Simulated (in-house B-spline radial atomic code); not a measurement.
RPA and G0W0 on Hartree-Fock: Mn

Configuration [Ar] 3d5 4s2, highest spin, mean-field start Hartree-Fock. Computed with a B-spline radial code for spherical atoms: all electrons, scalar-relativistic (spin-free one-electron X2C), finite nucleus, each spin shell either full or empty, empty states to l = 9 with an (l + 1/2)⁻⁴ tail; G0W0 by contour deformation at full frequency.

Command:
```bash
python run_gw.py task.json out
```
Settings (radii: box in bohr, nucleus in fm):
```
Z                        25
electrons                25
configuration            [Ar] 3d5 4s2
hamiltonian              x2c
method                   hf
lmax                     9
rms_radius               3.7057
spin_polarised           True
box_radius               40
intervals                73
ion_configuration        [Ar] 3d5 4s1
```

Cost of the run: 9.1 s on 1 thread of Arm Neoverse N1 (shared host).

Energies (hartree):

```csv
term,value
mean-field total,-1157.40755
Hartree-Fock functional on these orbitals,-1157.40755
direct second order,-1.6836
second-order exchange,0.55399
SOSEX correction,0.50983
```

**Question.** What is the RPA correlation energy, and what remains with SOSEX?

**Answer.** RPA gives -1.4831 hartree (-1.61 eV per electron); RPA + SOSEX gives -0.97322, and the second-order doubles (MP2) -1.1296 hartree. RPA lacks exchange-type terms and so overcorrelates at short range.

Quasi-particle levels (eV):

```json
{"level": "4s down", "occupied": "yes", "mean field": "-6.200", "Σx - vxc": "0.00", "Σc": "?", "QP weight": "?", "G0W0": "?"}
{"level": "4s up", "occupied": "yes", "mean field": "-7.552", "Σx - vxc": "0.00", "Σc": "-0.97", "QP weight": "0.935", "G0W0": "-8.519"}
{"level": "3d up", "occupied": "yes", "mean field": "-17.087", "Σx - vxc": "0.00", "Σc": "1.56", "QP weight": "0.889", "G0W0": "-15.524"}
```

G0W0 = mean field + (Σx - vxc) + Σc, with Σc (partial-wave tail included) taken at the quasi-particle energy. Only the outer levels were computed. Levels of low weight are left out.

**Question.** Where does G0W0 put 4s down?

**Answer.** At -7.251 eV, with Σc = -1.05 eV and a quasi-particle weight of 0.942. The tabulated removal energy is 7.434 eV (NIST, measured); the calculation leaves out spin-orbit coupling, Breit and QED terms, and what these don't explain is the method's own error.

**Question.** What does it cost to remove one electron (to [Ar] 3d5 4s1) by differences of total energies, each species on its own start (correlation terms add to the Hartree-Fock functional)?

**Answer.** Hartree-Fock functional 6.021 eV, + RPA 7.119 eV, + RPA + SOSEX 6.901 eV, + second order 7.237 eV. Tabulated: 7.434 eV (NIST, measured); the calculation leaves out spin-orbit coupling, Breit and QED terms, and what these don't explain is the method's own error.
